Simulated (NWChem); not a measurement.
Species: C3H6OSi; SMILES C=C=C[SiH2]O

```xyz
11

C      0.6330     2.4065     0.0289
C     -0.2620     1.4483    -0.0021
C     -1.0841     0.4305    -0.0282
Si    -0.3679    -1.3037     0.0457
O      1.2876    -1.1862     0.1329
H      0.9524     2.8522     0.9768
H      1.0562     2.8145    -0.8951
H     -2.1661     0.6086    -0.0923
H     -0.7719    -2.0672    -1.1721
H     -0.9046    -2.0177     1.2422
H      1.6275    -0.2837     0.1394
```
Atoms are numbered in this order, from 1.

STO-3G and 3-21G are far too small for this property and stand as cheap habits. The geometry was optimised at PBE0/def2-SVP.

Question: Give the principal values of the shielding tensors (ppm) of C1, C2, C3, Si4, O5 from Hartree-Fock/STO-3G, GIAO (NWChem), with their diamagnetic and paramagnetic parts as GIAO splits them.

Answer: 
```json
[
 {"atom": "C1", "σ11": "78.2", "σ22": "191.3", "σ33": "224.5", "isotropic": "164.7", "diamagnetic": "254.6", "paramagnetic": "-89.9"},
 {"atom": "C2", "σ11": "46.7", "σ22": "46.8", "σ33": "64.6", "isotropic": "52.7", "diamagnetic": "263.5", "paramagnetic": "-210.7"},
 {"atom": "C3", "σ11": "72.1", "σ22": "191.8", "σ33": "232.1", "isotropic": "165.3", "diamagnetic": "255.3", "paramagnetic": "-89.9"},
 {"atom": "Si4", "σ11": "579.7", "σ22": "580.2", "σ33": "655.2", "isotropic": "605.0", "diamagnetic": "866.9", "paramagnetic": "-261.8"},
 {"atom": "O5", "σ11": "351.3", "σ22": "453.6", "σ33": "584.5", "isotropic": "463.1", "diamagnetic": "379.2", "paramagnetic": "83.9"}
]
```
